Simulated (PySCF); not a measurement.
Ligand exchange on a metal centre used in film growth or etching (Zn F-OH). All species are isolated molecules in the gas phase. One relaxed conformer stands for each flexible species; it need not be the lowest.

Calculation: PBE-D3(BJ)/def2-TZVP // TPSS-D3(BJ)/def2-SVP in PySCF. 

```tsv
species	mean distance from the central atom to its bonded neighbours (Å)	coordination number	charge on the central atom (meta-Löwdin) (e)
0 of 2 F replaced by OH ([Zn(F)2])	1.735	2	?
1 of 2 F replaced by OH	1.756	2	1.30
2 of 2 F replaced by OH ([Zn(OH)2])	1.778	?	1.23
```

Question: Some entries are withheld; supply them.

Answer: 
- 0 of 2 F replaced by OH ([Zn(F)2]), charge on the central atom (meta-Löwdin) (e): 1.37
- 2 of 2 F replaced by OH ([Zn(OH)2]), coordination number: 2
